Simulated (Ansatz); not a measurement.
This geometry of BH$_{3}$O$_{2}$Si (7 atoms, charge 0, multiplicity 1) is a first-order saddle point.

All numbers below come from Ansatz 0.2.0, RKS r2SCANh/STO-3G.

```xyz
7
Properties=species:S:1:pos:R:3
O -1.028 1.111 -1.087
Si 0.128 0.657 0.095
B 1.038 -0.967 0.101
O -0.194 -1.036 0.641
H -1.766 0.419 -0.982
H 0.012 1.511 1.265
H 1.871 -1.762 -0.079
```

(1) Which two structures does it join? (They come from a converged band through this point; their orientation in space is the band's.)

(2) How far does it lie above each of them?

Results:

(1) No bond is made or broken. The dihedral H5–O1–Si2–B3 goes from 140 to -35°.

Image 0:

```xyz
7
Properties=species:S:1:pos:R:3
O -1.063 0.681 -1.234
Si 0.063 0.549 0.036
B 1.175 -0.946 0.129
O -0.035 -1.183 0.647
H -1.899 1.058 -0.794
H -0.327 1.346 1.185
H 2.147 -1.573 -0.015
```

Image 6:

```xyz
7
Properties=species:S:1:pos:R:3
O -1.425 0.898 -0.724
Si -0.023 0.642 0.204
B 1.051 -0.884 0.108
O -0.072 -1.100 0.801
H -1.227 0.473 -1.624
H -0.205 1.444 1.392
H 1.963 -1.541 -0.203
```

(2) 16.8 kJ/mol above the first and 24.0 kJ/mol above the second. This is the barrier of this one path; another mechanism may lie lower. Limits of this set-up: minimal basis.

Run time: 62 s on 1 CPU thread of a shared host.
